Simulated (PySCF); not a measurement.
Compound: C₁₁H₉Cl.
SMILES with atom numbers: `[CH:1]#[C:2][c:3]1[c:4]([Cl:5])[cH:6][cH:7][cH:8][c:9]1[CH:10]1[CH2:11][CH2:12]1` (hydrogens: H13 on C1; H14 on C6; H15 on C7; H16 on C8; H17 on C10; H18, H19 on C11; H20, H21 on C12)

Structure used (PBE0-D3(BJ)/def2-SVP), in Å, numbered top down from 1:
```xyz
21
C11H9Cl angstrom
C      2.673    3.950    0.673
C      2.664    2.778    0.360
C      2.632    1.398    0.006
C      3.794    0.740   -0.438
Cl     5.280    1.613   -0.559
C      3.774   -0.607   -0.790
C      2.581   -1.314   -0.694
C      1.420   -0.683   -0.252
C      1.421    0.667    0.097
C      0.196    1.371    0.563
C     -1.186    0.855    0.302
C     -0.700    2.069   -0.428
H      2.694    4.991    0.939
H      4.694   -1.084   -1.132
H      2.559   -2.373   -0.961
H      0.494   -1.254   -0.164
H      0.340    1.911    1.505
H     -1.929    0.981    1.093
H     -1.303   -0.068   -0.272
H     -0.451    1.957   -1.486
H     -1.095    3.051   -0.156
```

Computed at PBE0/pcSseg-1 (PySCF, non-relativistic), with Q(35Cl) = −0.0817 b: Cl5, 35Cl (I = 3/2): χzz = -76.02 MHz, η = 0.120.

Question: Where would the pure quadrupole (NQR) lines of 35Cl at Cl5 fall for the rigid, isolated species?

Answer: From ν = (|χ|/2)√(1 + η²/3): ν = 38.10 MHz (aryl chlorine). For 37Cl the ratio of quadrupole moments, 0.7881, gives 30.03 MHz.

Question: Apply the simplest Townes–Dailey estimate (no s hybridisation, no π bonding), ionic character = 1 − χzz/χ0, where χ0 is the coupling for one missing p electron along the bond: −109.74 MHz for 35Cl.

Answer: Cl5 on C4: 1 − (-76.02)/(-109.74) = 0.31. In this model a purely covalent bond gives χ0 and a free halide ion gives zero; s hybridisation or π bonding, where present, is counted here as ionic character.

In a crystal, neighbours and librations shift these lines. With a basis this small, the couplings can be 20 % off.

One conformer stands for the species.
